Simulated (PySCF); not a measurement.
# How methods differ on the excitation energy of Hg⁺

Hg⁺ [Xe] 4f14 5d10 6s1 (2S) → Hg⁺ [Xe] 4f14 5d10 6p1 (2P), as a difference of total energies. All numbers are calculated (PySCF 2.14, a scalar-relativistic core potential, in aug-cc-pVTZ-PP with ECP60MDF (6s6p5d3f2g, 88 functions)). Correlated levels: valence: 5s2 5p6 frozen. The calculations carry no spin-orbit coupling.

| method | excitation energy (cm⁻¹) |
| --- | --- |
| UHF | 53007 |
| MP2 (valence) | 58586 |
| SCS-MP2 (valence) | 58020 |
| CCSD (valence) | 56982 |
| CCSD(T) (valence) | 57111 |

Errors of the correlated levels include the incompleteness of this basis and the frozen core.

For comparison: 57568 cm⁻¹ (measured; NIST levels, between the centres of gravity of the two terms).
